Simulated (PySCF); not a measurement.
# Two-component Hartree-Fock for Ga¹²⁺ (gallium, charge +12)

Start: [Ar] 3d1; 3d3/2 filled at m_j = +3/2. Calculated with PySCF 2.14 in an even-tempered Gaussian basis (17 s from 0.88 bohr⁻², ratio 2.8; 12 p from 1.1 bohr⁻², ratio 2.8; 8 d from 1.1 bohr⁻², ratio 2.8; 4 f from 3.4 bohr⁻², ratio 3): generalised Hartree-Fock with the X2C-1e Hamiltonian and a Gaussian nucleus; one run each with spin-orbit coupling (SO) switched off, then screened by Boettger's factors.

```tsv
spinor shell	electrons	ε, spin-free (eV)	ε, screened SO (eV)	weight of nominal j (screened SO)	rms radius, screened SO (bohr)
1s1/2	2	-10809.0	-10808.7	1.000	0.0561
2s1/2	2	-1714.0	-1713.9	1.000	0.234
2p1/2	2	-1535.5	-1555.5	1.000	0.207
2p3/2	4	-1535.5	-1525.8	1.000	0.210
3s1/2	2	-495.77	-495.74	1.000	0.628
3p1/2	2	-434.71	-440.08	0.953	0.628
3d3/2	1	-357.72	-358.18	0.999	0.599
```

Where does 3p3/2 lie, and what is the 3p spin-orbit splitting (screened SO)?

At -432.05 eV, 8.028 eV above 3p1/2.

```
   quantity    spin-free  screened SO
E (hartree)  -1880.71601  -1880.80046
        M_J          3/2          3/2
       ⟨J²⟩        4.186        3.755
       ⟨L²⟩        6.004        6.004
       ⟨S²⟩        0.751        0.752
```

Each row is a mean over spinors that exchange with the open shell spreads, by up to 8.502 eV (3p1/2).

Without spin-orbit coupling the j labels of p, d and f shells carry no meaning; the spin-free column gives the mean over the occupied spinors of each nl shell, and its ⟨J²⟩ belongs to a mixture of degenerate components.
